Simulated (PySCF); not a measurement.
# Correlation energy of Ar⁺ (argon, charge +1)

[Ne] 3s1 3p6, 2S determinant (an excited configuration). All numbers are calculated (PySCF 2.14, no relativity, point nucleus, in aug-cc-pwCVDZ). Frozen: 1s2; 15 electrons correlated.

```csv
level,correlation energy (mhartree)
CCSD,-458.48
(T),-21.34
CCSD(T),-479.82
```

Diagnostics: T1 = 0.0080, D1 = 0.0246, largest double amplitude 0.205.

Is a single reference adequate?

Not fully. A double-excitation amplitude exceeds 0.15, a sign of near-degeneracy.
